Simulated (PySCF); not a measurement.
H5F3GeSi2, SMILES [GeH3][SiH2][Si](F)(F)F, GFN2-xTB optimised geometry.

```
11

F      0.06    -1.90    -1.26
Si     0.39    -0.99     0.00
F      0.05    -1.95     1.22
F      1.98    -0.99     0.00
Si    -0.61     1.06     0.00
Ge    -0.67     2.00    -2.15
H      0.11     1.95     0.92
H     -1.98     0.93     0.53
H     -1.34     1.16    -3.19
H      0.68     2.30    -2.74
H     -1.39     3.31    -2.22
```

Density from PBE/def2-TZVP (PySCF 2.14.0) at that geometry.

Minimum of the electron density along straight lines between bonded atoms, close to the bond critical point (lines longer than 1.1 times the sum of covalent radii, or with two minima, are not listed):

```tsv
bond	length / Å	ρ at the minimum / e bohr⁻³	∇²ρ there / e bohr⁻⁵	position (fraction from the first atom)
F1–Si2	1.591	0.143	1.00	0.58
Si2–F3	1.590	0.144	1.01	0.42
Si2–F4	1.590	0.143	1.01	0.42
Si2–Si5	2.279	___	-0.11	0.64
Si5–Ge6	2.342	___	-0.14	0.46
Si5–H7	1.471	0.121	___	0.50
Si5–H8	1.471	0.121	0.17	0.50
Ge6–H9	1.498	0.140	0.08	0.60
Ge6–H10	1.498	0.140	0.08	0.60
Ge6–H11	1.499	0.140	0.08	0.60
```

Question: What belongs in the gaps?

Answer: 
- Si2–Si5, ρ at the minimum / e bohr⁻³: 0.099
- Si5–Ge6, ρ at the minimum / e bohr⁻³: 0.090
- Si5–H7, ∇²ρ there / e bohr⁻⁵: 0.16
